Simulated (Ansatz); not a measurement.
A structure relaxed at PBE0-D4/def2-TZVP, charge 0, multiplicity 1:

```xyz
10

N     0.274   -0.455   -1.562
B     0.616   -0.166   -0.242
O     1.933   -0.289    0.129
Si   -0.862    0.412    1.026
Cl   -2.660    0.442   -0.011
H    -0.668   -0.387   -1.903
H     0.953   -0.747   -2.247
H     2.115   -0.079    1.045
H    -1.042   -0.509    2.181
H    -0.660    1.777    1.585
```

Question: Give its formula and SMILES.

Answer: BClH5NOSi, `NB(O)[SiH2]Cl`.

Question: Point group (tolerance 0.08 Å, 0.16 Å for H)?

Answer: Cs.

Question: Summarise the bond lengths by kind.

Answer: 1 × B–N 1.394 Å; 2 × H–N 1.005 to 1.007 Å; 1 × B–O 1.374 Å; 1 × B–Si 2.031 Å; 1 × H–O 0.957 Å; 1 × Cl–Si 2.076 Å; 2 × H–Si 1.488 Å.

Results of the Gaussian-basis code of Ansatz.
